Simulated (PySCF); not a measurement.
A structure optimised at PBE0-D3(BJ)/def2-SVP, used in a PySCF frequency run:

```
C
F 1 1.3301
F 1 1.3301 2 107.98
F 1 1.3358 2 108.24 3 116.96
C 1 1.5132 2 111.64 3 -123.08
F 5 1.3568 1 109.93 2 60.49
H 5 1.1017 6 110.36 1 119.44
H 5 1.1017 7 109.46 6 -121.65
```

Problem. Write its SMILES, formula and point group.

Solution. FCC(F)(F)F, C₂H₂F₄, Cs

Problem. What are its rotational constants (standard atomic weights)?

Solution. 5.3865, 2.8168, 2.7768 GHz
